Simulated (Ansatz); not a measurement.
Br₃In, SMILES [Br][In-]([Br])[Br], charge -1, multiplicity 2.

The structure is a stationary point at PBE0-D3(BJ)/def2-SVPD. The def2 effective core potentials stand for the cores of In; spin–orbit coupling is left out.

Two levels are set side by side: PBE/def2-TZVPD (Ansatz, a quantum-chemistry and plane-wave program) and CAM-B3LYP/def2-TZVPD (Ansatz). Energy differences of separate SCF runs at the same geometry; the states with an electron removed or added have multiplicity 1. Differences are taken from unrounded values.

| quantity | CAM-B3LYP |
|---|---|
| vertical ionisation energy (eV) | 3.73 |

Question: What does PBE give, and how far is it from CAM-B3LYP? (Estimate from the structure and the level; the computed values follow.)

Answer: 
```
quantity                          PBE  PBE minus CAM-B3LYP
-------------------------------  ----  -------------------
vertical ionisation energy (eV)  3.39                -0.34
```
